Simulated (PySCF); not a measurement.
Correlation energy of Hg²⁺ (mercury, charge +2)

[Xe] 4f14 5d9 6p1, one real determinant (an excited configuration). All numbers are calculated (PySCF 2.14, scalar relativity through the core potential, in aug-cc-pVTZ-PP with ECP60MDF (6s6p5d3f2g, 88 functions)). Frozen: 5s2 5p6; 10 electrons correlated.

```json
{"level": "CCSD", "correlation energy (mhartree)": "-288.17"}
{"level": "(T)", "correlation energy (mhartree)": "-9.74"}
{"level": "CCSD(T)", "correlation energy (mhartree)": "-297.91"}
```

Diagnostics: T1 = 0.0089, D1 = 0.0365, largest double amplitude 0.041.

The real determinant used has ⟨L²⟩ near 8 against 12 for a pure F term, so it mixes terms. Spin-orbit coupling, absent here, splits the open shell strongly.

Cost of the coupled-cluster step: about 18 core-seconds, for 10 correlated electrons.

Iterations:

```
CC2 = 0
CCSD nocc = (np.int64(6), np.int64(4)), nmo = (84, 84)
frozen orbitals [[0, 1, 2, 3], [0, 1, 2, 3]]
max_cycle = 100
direct = 0
conv_tol = 1e-08
conv_tol_normt = 1e-06
diis_space = 8
diis_start_cycle = 0
Init t2, MP2 energy = -0.299522746642616
Init E_corr(UCCSD) = -0.299522746654744
cycle = 1  E_corr(UCCSD) = -0.283580535171403  dE = 0.0159422115  norm(t1,t2) = 0.0396385
cycle = 2  E_corr(UCCSD) = -0.287031076013757  dE = -0.00345054084  norm(t1,t2) = 0.0149765
cycle = 3  E_corr(UCCSD) = -0.287675463488894  dE = -0.000644387475  norm(t1,t2) = 0.00890733
cycle = 4  E_corr(UCCSD) = -0.288044564698396  dE = -0.00036910121  norm(t1,t2) = 0.00430583
cycle = 5  E_corr(UCCSD) = -0.288047288990398  dE = -2.724292e-06  norm(t1,t2) = 0.00340851
cycle = 6  E_corr(UCCSD) = -0.288165578668257  dE = -0.000118289678  norm(t1,t2) = 0.00213729
cycle = 7  E_corr(UCCSD) = -0.288176104543275  dE = -1.0525875e-05  norm(t1,t2) = 0.000801583
cycle = 8  E_corr(UCCSD) = -0.288161172872561  dE = 1.49316707e-05  norm(t1,t2) = 0.000314266
cycle = 9  E_corr(UCCSD) = -0.288168565919474  dE = -7.39304691e-06  norm(t1,t2) = 0.000107532
cycle = 10  E_corr(UCCSD) = -0.288168969853788  dE = -4.03934314e-07  norm(t1,t2) = 1.41663e-05
cycle = 11  E_corr(UCCSD) = -0.288168626489272  dE = 3.43364516e-07  norm(t1,t2) = 5.11332e-06
cycle = 12  E_corr(UCCSD) = -0.28816860730032  dE = 1.91889516e-08  norm(t1,t2) = 1.69141e-06
cycle = 13  E_corr(UCCSD) = -0.28816859916704  dE = 8.1332806e-09  norm(t1,t2) = 6.3473e-07
UCCSD converged
E(UCCSD) = -151.3722733500282  E_corr = -0.2881685991670398
UCCSD(T) correction = -0.00974100826583317
```

The reference is one real determinant that mixes LS terms of this configuration.
